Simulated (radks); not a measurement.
Fractional charge and spin in the 5p shell of erbium: the spin-up occupation runs from 2 to 3 and the spin-down occupation from 2 to 3; the fullest corner is Er, [Kr] 4d10 4f(up 6, down 6) 5s2 6s2 5p(up 3, down 3). Method: scalar-relativistic Kohn-Sham, LDA (Slater exchange, Perdew-Wang correlation), spin-polarised, spherical densities, finite nucleus; Fermi nuclear charge, rms radius of each element as measured or else 0.836 A^(1/3) + 0.57 fm; computed with a radial shooting solver on a logarithmic mesh with Libxc functionals. Energy (eV) minus the two flat planes that join the four corners (they meet along the diagonal where the two added fractions sum to one electron); zero is where a piecewise linear energy would lie.

| down \ up | 2 | 2.25 | 2.5 | 2.75 | 3 |
|---|---|---|---|---|---|
| 2 | 0.000 | -1.163 | -1.541 | -1.148 | 0.000 |
| 2.25 | -1.163 | -1.492 | -1.052 | 0.141 | -1.038 |
| 2.5 | -1.541 | -1.052 | 0.188 | -0.946 | -1.368 |
| 2.75 | -1.148 | 0.141 | -0.946 | -1.323 | -1.013 |
| 3 | 0.000 | -1.038 | -1.368 | -1.013 | 0.000 |

Corners above the fullest one (they belong to Er+ and the next ion): (up 3, down 2) 31.817 eV, (up 2, down 3) 31.817 eV, (up 2, down 2) 76.062 eV. With half an added electron in each spin the energy lies 0.188 eV from the planes, and with half an added electron in spin up alone -1.541 eV. The planes are only a guide here: the flat-plane condition holds for ground states with one frontier orbital, while this shell lies below other occupied shells, so the corners above the fullest one are inner-hole states and not the ground states of those ions.
